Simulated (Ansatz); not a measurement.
```yaml
crystal:
  periodic: [false, false, false]
  atoms:
    - {symbol: F, position_ang: [0.011495, -0.691384, -1.835174]}
    - {symbol: C, position_ang: [-0.090981, -0.103395, -0.597957]}
    - {symbol: Ge, position_ang: [0.211091, -1.417631, 0.839307]}
    - {symbol: O, position_ang: [-1.298543, 0.649486, -0.488957]}
    - {symbol: Si, position_ang: [-0.005993, 1.720717, -0.514768]}
    - {symbol: H, position_ang: [0.191732, -0.649381, 2.168846]}
    - {symbol: H, position_ang: [1.582285, -2.072935, 0.628141]}
    - {symbol: H, position_ang: [-0.903325, -2.473052, 0.811960]}
    - {symbol: H, position_ang: [0.238968, 2.466575, 0.737668]}
    - {symbol: H, position_ang: [0.146471, 2.519799, -1.746169]}
basis:
  gaussian: {orbitals: cc-pVTZ-DK}
total_charge: -1
magnetization: {spin_polarized: true, initial_magnetization: 1}
hamiltonian: {xc: {name: CCSD(T)}}
scf: {lower_state_search: off}
```

```sh
$ ansatz run in.yaml --threads 4 --pin off --events-out ev --progress --plain --max-ram 10444MiB
```

Q: How does Ansatz answer? (Best estimate.)

A: Ansatz gave: The input was rejected before any iteration.
```
Error: YAML parse error: error: line 18 column 19: hamiltonian.xc: no functional is named "CCSD(T)"; the names, which are not case-sensitive, are SVWN5, SPW92, PBE, PBE0, PBEsol, revPBE, revPBE0, RPBE, rPW86-PBE, HSE06, wPBEh, LC-wPBE, HISS, HF, BLYP, B3LYP, B3LYP5, BHLYP, CAM-B3LYP, r2SCAN, r2SCANh, r2SCAN0, r2SCAN50, m-r2SCAN, B97, wB97, wB97X, wB97X-V, B97M-V, wB97M-V, B2PLYP, B2GP-PLYP, PBE0-DH, PBE-QIDH
16 | total_charge: -1
17 | magnetization: {spin_polarized: true, initial_magnetization: 1}
18 | hamiltonian: {xc: {name: CCSD(T)}}
19 | scf: {lower_state_search: off}
```

HSE06 is defined as in plane-wave codes.
